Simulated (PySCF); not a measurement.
Al(H)(F)(Cl), SMILES [F][AlH][Cl], PBE0/def2-SVP optimised geometry.

```
4

Al    -0.22     0.16     0.00
H      1.35     0.16     0.00
F     -1.04     1.60     0.00
Cl    -1.35    -1.60     0.00
```

Density from PBE0/def2-TZVP run with PySCF at that geometry.

Minimum of the electron density along straight lines between bonded atoms, close to the bond critical point (lines longer than 1.1 times the sum of covalent radii, or with two minima, are not listed):

```json
[
 {"bond": "Al1–H2", "length / Å": "1.565", "ρ at the minimum / e bohr⁻³": "0.088", "∇²ρ there / e bohr⁻⁵": "…", "position (fraction from the first atom)": "0.51"},
 {"bond": "Al1–F3", "length / Å": "1.658", "ρ at the minimum / e bohr⁻³": "0.111", "∇²ρ there / e bohr⁻⁵": "0.90", "position (fraction from the first atom)": "0.43"},
 {"bond": "Al1–Cl4", "length / Å": "2.087", "ρ at the minimum / e bohr⁻³": "…", "∇²ρ there / e bohr⁻⁵": "…", "position (fraction from the first atom)": "0.38"}
]
```

Q: What belongs in the gaps?

A: 
- Al1–H2, ∇²ρ there / e bohr⁻⁵: 0.21
- Al1–Cl4, ρ at the minimum / e bohr⁻³: 0.077
- Al1–Cl4, ∇²ρ there / e bohr⁻⁵: 0.32
